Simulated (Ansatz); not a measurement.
Total energies of CHF$_{2}$NSi (`N#C[SiH](F)F`).

```xyz
6

N    -0.7813    1.5688    1.6858
C    -0.3995    0.8354    0.8853
Si    0.1455   -0.3839   -0.3779
F     1.5833   -0.8762    0.0308
F     0.2324    0.3712   -1.7560
H    -0.7803   -1.5153   -0.4679
```

The species carries charge 0 and has multiplicity 1. All single points use the PBE0-D4/def2-TZVP geometry. Basis def2-TZVPP, Ansatz.

RPA on PBE orbitals: Hartree–Fock energy of these orbitals -580.93222 Eh, correlation -1.43564 Eh (frozen core).

```tsv
functional	energy without D4 (Eh)	D4 term (kJ/mol)
LDA (SPW92)	-579.67610	–
PBE	-582.44569	-11.2
revPBE	-582.73639	-34.6
BLYP	-582.86661	-25.1
r2SCAN	-582.73925	-2.6
B97M-V	-582.74459	–
PBE0	-582.47157	-9.4
B3LYP	-582.92019	-18.3
r2SCANh	-582.72008	-2.8
r2SCAN0	-582.69250	-3.1
HSE06 (plane-wave form)	-582.45259	-8.8
BHLYP	-582.77878	-13.9
CAM-B3LYP	-582.82269	-9.5
LC-ωPBE	-582.62430	–
ωB97X-V	-582.75491	–
ωB97M-V	-582.81309	–
B2PLYP	-582.61464	–
PBE-QIDH	-582.35567	–
```

B3LYP takes the VWN-RPA correlation (the form of Gaussian; ORCA's B3LYP/G). HSE06 is the plane-wave form, built on full-range PBE exchange. The double hybrids freeze the cores in their second-order part.

LC-ωPBE has ω = 0.4 bohr⁻¹.
